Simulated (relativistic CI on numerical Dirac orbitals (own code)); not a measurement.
d3 in a ligand field

Computed with a parametric ligand-field model of a d^n configuration (Racah B and C, spin-orbit zeta, crystal field), exact diagonalisation.

Field parameters in Wybourne normalisation: Oh B⁴₀ = 21Dq, B⁴₄ = √(5/14) B⁴₀; Td as Oh with Dq negative (B⁴₀ = 21Dq, B⁴₄ = √(5/14) B⁴₀). The field is a parameter set, without covalency.

Problem. Lowest levels for B = 360, C = 1500, ζ = 3900 cm⁻¹, Oh, 10Dq = 21650 cm⁻¹?

Solution. Γ8 0 (S 1.33), Γ8 6872 (S 0.79), Γ8 8982 (S 0.56), Γ6 9725 (S 0.56), Γ7 14447 (S 0.67), Γ8 17742 (S 0.73), Γ7 22756 (S 1.42), Γ8 23237 (S 1.37), Γ8 23778 (S 1.34) cm⁻¹, with S from ⟨S²⟩ = S(S + 1). The ground level has 0.10 electrons in the cubic e pair; its S is far from a half-integer, so spin-orbit coupling mixes spin states.

Problem. Lowest levels for B = 780, C = 3410, ζ = 210 cm⁻¹, Oh, 10Dq = 16900 cm⁻¹?

Solution. Γ8 0 (S 1.50), Γ8 15839 (S 0.57), Γ8 16554 (S 0.60), Γ6 16593 (S 0.70), Γ7 16816 (S 1.50), Γ8 16879 (S 1.48), Γ6 17020 (S 1.39), Γ8 17027 (S 1.43), Γ8 23580 (S 0.56) cm⁻¹, with S from ⟨S²⟩ = S(S + 1). The ground level has 0.00 electrons in the cubic e pair.

Problem. Lowest levels for B = 990, C = 3900, ζ = 820 cm⁻¹, Oh, 10Dq = 32100 cm⁻¹?

Solution. Γ8 0 (S 1.50), Γ8 19107 (S 0.51), Γ8 19901 (S 0.50), Γ6 20137 (S 0.50), Γ8 29677 (S 0.57), Γ7 30040 (S 0.56), Γ7 31868 (S 1.47), Γ8 32124 (S 1.46), Γ8 32367 (S 1.49) cm⁻¹, with S from ⟨S²⟩ = S(S + 1). The ground level has 0.00 electrons in the cubic e pair.

Problem. Lowest levels for B = 560, C = 2290, ζ = 770 cm⁻¹, Oh, 10Dq = 19700 cm⁻¹?

Solution. Γ8 0 (S 1.50), Γ8 11052 (S 0.52), Γ8 11458 (S 0.51), Γ6 11705 (S 0.51), Γ8 17365 (S 0.57), Γ7 17607 (S 0.56), Γ7 19502 (S 1.48), Γ8 19738 (S 1.46), Γ8 19967 (S 1.49) cm⁻¹, with S from ⟨S²⟩ = S(S + 1). The ground level has 0.00 electrons in the cubic e pair.

Problem. Lowest levels for B = 960, C = 4010, ζ = 70 cm⁻¹, Td, 10Dq = -6300 cm⁻¹?

Solution. Γ8 0 (S 1.50), Γ7 2 (S 1.50), Γ8 86 (S 1.50), Γ6 137 (S 1.50), Γ7 5407 (S 1.50), Γ8 5423 (S 1.50), Γ6 5454 (S 1.50), Γ8 5455 (S 1.50), Γ8 11737 (S 1.50) cm⁻¹, with S from ⟨S²⟩ = S(S + 1). The ground level has 1.90 electrons in the cubic e pair.
